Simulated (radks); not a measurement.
Mg X, configuration [He] 2s1. Method: scalar-relativistic Kohn-Sham, PBEsol, spin-polarised, spherical densities, finite nucleus; open shells are filled with parallel spins first; Fermi nuclear charge, rms radius 3.057 fm; computed with a radial shooting solver on a logarithmic mesh with Libxc functionals.

Radial electron density D(r) = 4 pi r^2 rho(r):

| r (bohr) | D(r) (e/bohr) | spin D(r) |
|---|---|---|
| 0.006176 | 0.4597 | 0.0227 |
| 0.006798 | 0.5483 | 0.0271 |
| 0.007483 | 0.6531 | 0.0322 |
| 0.008237 | 0.7765 | 0.0383 |
| 0.009067 | 0.9216 | 0.0455 |
| 0.009981 | 1.092 | 0.0538 |
| 0.01099 | 1.290 | 0.0636 |
| 0.01209 | 1.521 | 0.0749 |
| 0.01342 | 1.813 | 0.0891 |
| 0.01477 | 2.125 | 0.104 |
| 0.01626 | 2.482 | 0.122 |
| 0.0179 | 2.890 | 0.141 |
| 0.0197 | 3.351 | 0.164 |
| 0.02169 | 3.868 | 0.188 |
| 0.02387 | 4.445 | 0.215 |
| 0.02628 | 5.080 | 0.245 |
| 0.02916 | 5.833 | 0.280 |
| 0.03209 | 6.582 | 0.314 |
| 0.03533 | 7.376 | 0.348 |
| 0.03889 | 8.201 | 0.383 |
| 0.0428 | 9.041 | 0.417 |
| 0.04712 | 9.874 | 0.448 |
| 0.05186 | 10.67 | 0.474 |
| 0.05709 | 11.41 | 0.494 |
| 0.06335 | 12.09 | 0.505 |
| 0.06973 | 12.57 | 0.502 |
| 0.07676 | 12.87 | 0.486 |
| 0.08449 | 12.96 | 0.455 |
| 0.093 | 12.81 | 0.408 |
| 0.1024 | 12.41 | 0.346 |
| 0.1127 | 11.75 | 0.272 |
| 0.124 | 10.87 | 0.191 |
| 0.1376 | 9.686 | 0.106 |
| 0.1515 | 8.455 | 0.0408 |
| 0.1668 | 7.164 | 0.00192 |
| 0.1836 | 5.891 | 0.00310 |
| 0.2021 | 4.718 | 0.0573 |
| 0.2224 | 3.713 | 0.174 |
| 0.2448 | 2.925 | 0.358 |
| 0.2695 | 2.376 | 0.605 |
| 0.2991 | 2.040 | 0.927 |
| 0.3292 | 1.929 | 1.25 |
| 0.3624 | 1.948 | 1.56 |
| 0.3989 | 2.024 | 1.82 |
| 0.4391 | 2.088 | 1.99 |
| 0.4833 | 2.085 | 2.04 |
| 0.532 | 1.984 | 1.97 |
| 0.5856 | 1.781 | 1.77 |
| 0.6498 | 1.473 | 1.47 |
| 0.7153 | 1.149 | 1.15 |
| 0.7873 | 0.8304 | 0.830 |
| 0.8667 | 0.5534 | 0.553 |
| 0.954 | 0.3379 | 0.338 |
| 1.05 | 0.1877 | 0.188 |
| 1.156 | 0.09402 | 0.0940 |
| 1.272 | 0.04204 | 0.0420 |
| 1.412 | 0.01527 | 0.0153 |
| 1.554 | 0.005200 | 0.00520 |
| 1.711 | 0.001524 | 0.00152 |
| 1.883 | 0.0003791 | 0.000379 |

D(r) has 2 maxima, at r = 0.0838, 0.461 bohr, and minima at 0.337 bohr, inside which lie 2.10 electrons.
